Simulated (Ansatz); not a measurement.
A thermochemical cycle in electronic energies (no zero-point or thermal terms), species as SMILES, kcal/mol. Geometries: B3LYP-D3(BJ)/def2-TZVP minima from Ansatz (an electronic-structure program), one conformer each, not searched for the lowest. Valence correlation only, unless marked. UHF or UKS for open shells. Spin-orbit coupling is left out. No relativistic terms. CBS marks a two-point X^-3 extrapolation of the correlation energy; Hartree-Fock from the larger set. The bracket is a focal-point correction in the basis named. Anions need diffuse functions, of which def2-TZVPD holds fewer than the aug- sets.

| step | RI-MP2/CBS(aug-cc-pVTZ,aug-cc-pVQZ)+[CCSD(T)-MP2]/aug-cc-pVTZ (Ansatz) | PBE0-D4/def2-TZVPD (Ansatz + dftd4) |
|---|---|---|
| electron affinity EA, positive where the anion is bound: B[NH] + e- → B[NH-] | 49.0 | 42.1 |
| deprotonation energy A: BN (BNH4) → B[NH-] + H+ | 388.0 | 389.3 |
| ionisation of the H atom at the same level, IE | 313.7 | 314.4 |

Find the bond energy D: BN (BNH4) → B[NH] + H atom.

Breaking the bond, ionising the H atom and attaching the electron to the radical add up to the deprotonation, A = D + IE - EA. At RI-MP2/CBS(aug-cc-pVTZ,aug-cc-pVQZ)+[CCSD(T)-MP2]/aug-cc-pVTZ: D = A - IE + EA = 388.0 - 313.7 + 49.0 = 123.3. At PBE0-D4/def2-TZVPD: D = A - IE + EA = 389.3 - 314.4 + 42.1 = 117.0. The functional differs from the first level by -6.3 in D, -6.9 in EA and +1.3 in A; for EA and A the gap mixes functional and basis. The site is the one shown; other sites or isomers of the anion may lie lower.
